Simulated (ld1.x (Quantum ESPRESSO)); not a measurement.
## Building the TM potential for Ba (PBE, scalar-relativistic).

Ba, norm-conserving Troullier–Martins (Kleinman–Bylander form), made with ld1.x (Quantum ESPRESSO) 7.5 (PBE, scalar-relativistic). Core [Xe], reference 5d0 6s1 6p0 (charge +1). Waves: 6p (bound, empty): rc 4.10 bohr; 5d (bound, empty): rc 2.70 bohr; 6s (bound): rc 3.50 bohr. Local part: the s channel. Core correction: none.

What the tests gave:

```json
{
  "Cutoffs needed": "6 Ry and 6 Ry (the cutoffs (Ry, on a coarse ladder) from which the occupation-weighted sum of valence levels, in a spherical-Bessel basis at the reference potential, stays within 10 and 1 mRy of its value at 400 Ry)",
  "Ghost test": "no extra level below or beside the all-electron valence levels (p, d, s, f tested) (spherical-Bessel basis up to 400 Ry, 20 bohr box)",
  "Largest excitation error": "+594 meV (all-electron minus pseudo) for 5d1 6s0 6p0, out of 7 test configurations"
}
```

Generation and tests took about 2.5 s on one core of a shared server CPU.
